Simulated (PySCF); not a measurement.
Choosing a molecule for a target property.

Each SMILES stands for a single optimised conformer of the isolated species, non-relativistic unless stated; the electronic structure was computed with PySCF and density fitting.

Dipoles, sizes and rotational constants follow the conformer. The torsions of the flexible species, by atom-mapped SMILES:
- `[CH3:1][S:2][c:3]1[n:4][n:5][cH:6][n:7]1[CH3:8]`: C1–S2–C3–N4 0°
- `[CH2:1]=[CH:2][C@H:3]1[CH2:4][NH:5]1`: C1–C2–C3–C4 -41°
- `[CH:1]#[C:2][CH2:3][NH:4][CH3:5]`: C2–C3–N4–C5 65°
- `[CH3:1][P:2]([SiH3:3])[C:4]([F:5])([F:6])[F:7]`: C1–P2–C4–F5 171°

(1) Wanted: smallest rotational constant between 1.1 GHz and 2 GHz (GFN2-xTB) and dipole moment above 4.4 D (PBE0/def2-SVPD), at GFN2-xTB geometries. Which candidate meets both?
A. `C#CCNC`
B. `CSC1=NN=CN1C`
C. `C1([P@@H](C=CC=1)=S)C`
D. `C=C[C@H]1CN1`

(2) Wanted: lowest singlet excitation above 4 eV (TDDFT PBE0/def2-SVPD) and static isotropic polarisability below 70 au (PBE0/def2-SVPD), at GFN2-xTB geometries. Which candidate meets both?
A. `CP([SiH3])C(F)(F)F`
B. `C=C[C@H]1CN1`
C. `CC1=CC=C[P@H]1=S`
D. `CSc1nncn1C`

(3) Wanted: lowest triplet excitation (Tamm–Dancoff) below 3 eV (TDA PBE0/def2-SVPD) and electronic spatial extent ⟨r²⟩ about the centre of nuclear charge below 1070 bohr² (PBE0/def2-SVPD), at GFN2-xTB geometries. Which candidate meets both?
A. `C#CCNC`
B. `C=C[C@H]1CN1`
C. `CC1=CC=C[P@H]1=S`
D. `CP([SiH3])C(F)(F)F`
E. `CSc1nncn1C`

Answers

(1) C. Computed values:
```csv
species,smallest rotational constant,dipole moment
CSC1=NN=CN1C,1.034 GHz,4.33 D
C1([P@@H](C=CC=1)=S)C,1.139 GHz,4.55 D
C#CCNC,2.800 GHz,0.57 D
C=C[C@H]1CN1,3.682 GHz,1.39 D
```

(2) B. Computed values:
| species | lowest singlet excitation | static isotropic polarisability |
| --- | --- | --- |
| CC1=CC=C[P@H]1=S | 3.26 eV | 102.0 au |
| CSc1nncn1C | 5.27 eV | 87.3 au |
| C=C[C@H]1CN1 | 5.58 eV | 54.3 au |
| CP([SiH3])C(F)(F)F | 5.96 eV | 81.4 au |

(3) C. Computed values:
```
           species  lowest triplet excitation (Tamm–Dancoff)  electronic spatial extent ⟨r²⟩ about the centre of nuclear charge
  CC1=CC=C[P@H]1=S                                   2.46 eV                                                         1060 bohr²
      C=C[C@H]1CN1                                   3.97 eV                                                          405 bohr²
        CSc1nncn1C                                   4.59 eV                                                         1114 bohr²
CP([SiH3])C(F)(F)F                                   5.02 eV                                                         1075 bohr²
            C#CCNC                                   5.35 eV                                                          472 bohr²
```
